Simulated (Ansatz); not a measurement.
Ca3. Total charge 0; quintet. Geometry PBE0/def2-TZVP; atoms count from 1.

```csv
atom,x (Å),y (Å),z (Å)
Ca1,0.600,0.589,1.816
Ca2,-1.856,-0.701,-0.262
Ca3,1.256,0.112,-1.553
```

At PBE0/def2-TZVP a singlet of charge 0 lies 1.13 eV below the quintet, each at its own geometry. The structure comes from a short search, and lower isomers may exist.

Estimate the Mulliken populations from the PBE0/def2-TZVP orbitals of Ansatz.


| atom | charge (e) | spin (α − β) |
| --- | --- | --- |
| Ca1 | 0.00 | 1.33 |
| Ca2 | 0.00 | 1.33 |
| Ca3 | 0.00 | 1.33 |
Mulliken values and Mayer orders depend strongly on the basis.

Where does the spin sit?

Summed by element: Ca 4.00, of 4 unpaired in all. Largest on single atoms: Ca2 1.33, Ca1 1.33, Ca3 1.33.

And the Mayer bond orders between bonded heavy atoms (over 0.3)?

Ca1–Ca2 1.01 (3.47 Å); Ca1–Ca3 1.01 (3.46 Å); Ca2–Ca3 1.01 (3.47 Å).
